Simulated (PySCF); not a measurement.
## A small calculation by hand: entropy of an ideal gas

Nb(S)(F)(NH2)2 (FH4N2NbS), SMILES [NH2][Nb]([NH2])(=[S])[F], multiplicity 1.

The structure is a stationary point at PBE-D3(BJ)/def2-SVP. The spin state was assumed, not searched. The def2 effective core potentials stand for the cores of Nb; spin–orbit coupling is left out. The values are those of a single conformer.

PBE-D3(BJ)/def2-SVP run with PySCF 2.14.0 gives the harmonic wavenumbers 149, 151, 177, 178, 194, 207, 363, 460, 498, 509, 516, 582, 667, 682, 683, 1443, 1447, 3449, 3452, 3551, 3551 cm⁻¹ and the rotational temperatures 0.1354, 0.0940, 0.0925 K. The molar mass is 176.01 g/mol, the symmetry number 1, the spin multiplicity 1.

Work out the entropy at 298.15 K and 1 atm in the rigid-rotor, harmonic-oscillator model.


Translation (Sackur–Tetrode at 1 atm): S = R[1.5 ln M + 2.5 ln T − 1.16487] = 173.2 J/(mol K).
Rotation: q = (√π/σ) T^1.5/√(θA θB θC) = 266000, S = R[ln q + 3/2] = 116.3 J/(mol K).
Vibration: with u = 1.4388 ν/T, each mode gives R[u/(e^u − 1) − ln(1 − e^−u)]:
```
ν (cm⁻¹)  modes     u  S (J/(mol K))
--------  -----  ----  -------------
149           1  0.72          11.23
151           1  0.73          11.13
177           1  0.85           9.87
178           1  0.86           9.83
194           1  0.94           9.16
207           1  1.00           8.66
363           1  1.75           4.64
460           1  2.22           3.21
498           1  2.40           2.77
509           1  2.46           2.66
516           1  2.49           2.59
582           1  2.81           2.02
667           1  3.22           1.45
682           1  3.29           1.37
683           1  3.30           1.37
1443          1  6.96           0.06
1447          1  6.98           0.06
```
The stiffer modes add less than 0.005 each. Sum 82.1 J/(mol K).
Spin: R ln 1 = 0.0 J/(mol K).
Total 371.7 J/(mol K); the program's own thermochemistry gives 371.7. Translation makes up 47 % and vibration 22 %. Anharmonicity, hindered rotation and orbital degeneracy are left out.
